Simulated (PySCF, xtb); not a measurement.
silene (CH4Si), SMILES C=[SiH2].

GFN2-xTB in xtb at its own geometry gives an orbital gap of 2.75 eV and a dipole moment of 1.74 D.

Coordinates come from a B3LYP-D3(BJ)/def2-TZVP optimisation.

Question: What does HF/def2-TZVPD (PySCF) give? (An estimate is asked for; the answer gives what the named calculation found.)

Answer: gap 10.34 eV (levels -8.57 and 1.77 eV), dipole 1.16 D.
